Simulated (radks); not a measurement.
Removal energies from the europium ion Eu9+, [Kr] 4d10 4f(5/2: 3, 7/2: 0) 5s2 5p(1/2: 2, 3/2: 1), by Delta-SCF beside the eigenvalue of the level emptied. Calculated with a radial shooting solver on a logarithmic mesh with Libxc functionals: Dirac Kohn-Sham, BLYP, spin-unpolarised, spherical densities, finite nucleus; Fermi nuclear charge, rms radius of each element as measured or else 0.836 A^(1/3) + 0.57 fm. Sub-shells are occupied by j as written (lower j first in brackets).

[
 {"removed from": "5p3/2", "final configuration": "[Kr] 4d10 4f(5/2: 3, 7/2: 0) 5s2 5p(1/2: 2, 3/2: 0)", "Delta-SCF (eV)": "154.04", "-eigenvalue (eV)": "145.68"},
 {"removed from": "5p1/2", "final configuration": "[Kr] 4d10 4f(5/2: 3, 7/2: 0) 5s2 5p(1/2: 1, 3/2: 1)", "Delta-SCF (eV)": "160.87", "-eigenvalue (eV)": "152.20"},
 {"removed from": "4f5/2", "final configuration": "[Kr] 4d10 4f(5/2: 2, 7/2: 0) 5s2 5p(1/2: 2, 3/2: 1)", "Delta-SCF (eV)": "168.33", "-eigenvalue (eV)": "154.33"},
 {"removed from": "5s1/2", "final configuration": "[Kr] 4d10 4f(5/2: 3, 7/2: 0) 5s1 5p(1/2: 2, 3/2: 1)", "Delta-SCF (eV)": "184.10", "-eigenvalue (eV)": "174.94"}
]
